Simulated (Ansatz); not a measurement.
`CB1C[SiH2]1`. The species carries charge 0 and has multiplicity 1.

| atom | x (Å) | y (Å) | z (Å) |
| --- | --- | --- | --- |
| C1 | -0.5617 | -0.4634 | -1.6592 |
| B2 | 0.1674 | -0.1890 | -0.3208 |
| C3 | 0.6561 | 1.0153 | 0.4368 |
| Si4 | 0.0481 | -0.4786 | 1.5856 |
| H5 | -1.5627 | -0.8766 | -1.5055 |
| H6 | -0.6236 | 0.4076 | -2.3165 |
| H7 | -0.0063 | -1.2458 | -2.1921 |
| H8 | 0.3384 | 2.0339 | 0.2192 |
| H9 | 1.6345 | 1.0043 | 0.9243 |
| H10 | 1.1649 | -0.7333 | 2.5246 |
| H11 | -1.2549 | -0.4742 | 2.3035 |

(1) Give the diagnostics of a CCSD(T)/def2-TZVPP run (frozen core, the Gaussian-basis code of Ansatz). (An estimate is asked.)

## Answers

(1) Computed: T1 = 0.0129, largest single amplitude 0.016, largest double 0.045, (T) share of the correlation energy 4.2 %, 10 CCSD cycles. The RHF solution is stable towards an unrestricted one. T1 lies under the customary mark of 0.02 for closed shells.
